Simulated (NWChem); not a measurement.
System: trigermane (Ge3H8); SMILES [GeH3][GeH2][GeH3]

NWChem input:

```
start job
memory heap 200 mb stack 900 mb global 1100 mb
geometry units angstroms noautoz
  Ge     0.433244    -2.006387    -0.010946
  Ge    -0.931237    -0.000092     0.015771
  Ge     0.433241     2.006305    -0.000464
  H     -0.448978    -3.269154    -0.003295
  H      1.315290    -2.029049    -1.273683
  H      1.350291    -2.038322     1.226398
  H     -1.822017    -0.003471     1.275905
  H     -1.861330     0.003210    -1.215636
  H      1.311387     2.037998    -1.265724
  H      1.354100     2.029349     1.234242
  H     -0.448882     3.269010     0.018990
end
basis spherical
  Ge library def2-tzvp
  H library def2-tzvp
end
dft
  xc kt2
  iterations 150
  semidirect filesize 400000000
  mulliken
end
task dft energy
```

Geometry: optimised at PBE0/def2-SVP.

Q: What results follow from this input? (KT2/def2-TZVP.) Quantities: energy (Ha); highest occupied level (eV); orbital gap (eV).

A: 
* **energy (Ha)**: -6261.48
* **highest occupied level (eV)**: -6.91
* **orbital gap (eV)**: 5.92
